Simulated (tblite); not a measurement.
Compound: C6H5F2O (doublet state).
SMILES with atom numbers: `[OH:1][C:2]1[CH:3]=[C:4]([F:5])[CH:6]=[CH:7][C@H:8]1[F:9]` (hydrogens: H10 on O1; H11 on C3; H12 on C6; H13 on C7; H14 on C8)

Cartesian coordinates in Å at the GFN2-xTB level; atoms count from 1:
```xyz
14
C6H5F2O angstrom
O     -1.810    1.677    0.062
C     -0.742    0.853    0.017
C      0.507    1.316    0.314
C      1.591    0.436    0.306
F      2.814    0.913    0.602
C      1.443   -0.931    0.038
C      0.225   -1.435   -0.280
C     -0.982   -0.574   -0.373
F     -2.021   -1.085    0.451
H     -2.628    1.164    0.018
H      0.650    2.351    0.576
H      2.310   -1.570    0.094
H      0.078   -2.486   -0.465
H     -1.436   -0.630   -1.382
```

Calculated harmonic vibrations of the isolated species, GFN2-xTB (tblite), most abundant isotopes, no scaling. The method is semi-empirical: single wavenumbers can be off by several per cent or more. One conformer, not necessarily the lowest. Open shells enter through the occupations alone, without spin polarisation, and single modes of such species can be off by tens of per cent.

Harmonic wavenumbers (cm⁻¹): 60.8, 191.1, 247.3, 268.6, 312.8, 371.6, 409.4, 425.7, 470.8, 496.4, 539.7, 609.1, 685.2, 736.0, 821.0, 866.9, 893.2, 907.8, 958.3, 1039.5, 1126.3, 1150.6, 1162.6, 1240.5, 1243.9, 1251.6, 1311.2, 1400.0, 1419.4, 1524.7, 1596.1, 2763.9, 3109.4, 3121.7, 3126.0, 3479.1.

A = 2877, B = 1294, C = 931.3 MHz; mass 131.031 u (most abundant isotopes); point group C1, symmetry number 1; spin multiplicity 2.

Question: Zero-point energy?

Answer: ½Σν̃ = 20669 cm⁻¹ = 247.26 kJ/mol.

Question: Entropy at 298.15 K, 1 bar (ideal gas, RRHO, classical rotation)?

Answer: Translation 169.66, rotation 120.99, vibration 76.88, spin (R ln 2) 5.76: S = 373.3 J/(mol K).

Question: And Cp and H(298.15 K) − H(0)?

Answer: Cp = 135.30 J/(mol K), of which vibrations give 102.04 (their classical limit is 36 R = 299.3); H(298.15 K) − H(0) = 23.47 kJ/mol without the zero-point energy, 13.55 from vibrations.

Question: Which modes carry the vibrational entropy at 298.15 K?

Answer: 60.8 cm⁻¹: 18.54; 191.1 cm⁻¹: 9.28; 247.3 cm⁻¹: 7.32; 268.6 cm⁻¹: 6.72; 312.8 cm⁻¹: 5.64; 371.6 cm⁻¹: 4.49 J/(mol K); the other 30 give 24.90 together.

Question: How do the functions run with temperature in this model?

Answer: 
| T (K) | S (J/(mol K)) | Cp (J/(mol K)) | H − H(0) (kJ/mol) | G − H(0) (kJ/mol) | ln q(vib) |
| --- | --- | --- | --- | --- | --- |
| 50 | 242.0 | 41.5 | 1.83 | -10.27 | 0.20 |
| 100 | 275.1 | 57.3 | 4.26 | -23.25 | 0.68 |
| 373.15 | 406.5 | 161.0 | 34.60 | -117.08 | 5.19 |
| 500 | 458.8 | 196.2 | 57.37 | -172.01 | 7.66 |
| 750 | 547.6 | 240.8 | 112.54 | -298.18 | 12.48 |
| 1000 | 620.8 | 267.1 | 176.28 | -444.52 | 16.97 |

q(vib) and H(0) count from the zero-point level.

Question: Blend soft modes into free rotors: weight 1/[1 + (100 cm⁻¹/ν̃)⁴] for the oscillator and the rest for a rotor with moment μB/(μ + B), μ = h/(8π²ν), B = 10⁻⁴⁴ kg m². What vibrational entropy results?

Answer: 73.00 J/(mol K) in place of 76.88, which changes −T·S at 298.15 K by +1.16 kJ/mol.

Hindered rotation and anharmonicity are outside this model. Other conformers, if any are populated, would add a mixing term that is left out. The structure is chiral; the term R ln 2 for an equal mix with its mirror image is left out.
